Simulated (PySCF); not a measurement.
C4H9O, SMILES C(C)(C)([O])C, multiplicity 2.

Geometry optimised at PBE0-D3(BJ)/def2-SVP. The isomer is the one that the SMILES or the coordinates give; other isomers of the formula were not compared.

These are PBE/def2-TZVP (PySCF) values and carry that method's errors.

**Question.** Estimate the frontier levels, dipole moment and polarisability. (The exact figures need the calculation; the answer reports its results.)

**Answer.** 
- α spin, highest occupied and lowest empty level: -6.09 and 0.20 eV
- β spin, highest occupied and lowest empty level: -5.67 and -4.98 eV
- dipole moment: 2.16 D
- quadrupole, principal values (traceless, Buckingham form, about the centre of nuclear charge): -4.44, 1.04, 3.40 D·Å
- mean static polarisability: 58.3 bohr³ (8.64 Å³)
- polarisability, principal values: 55.3, 57.2, 62.3 bohr³
- ⟨S²⟩: 0.752 (pure state 0.75)
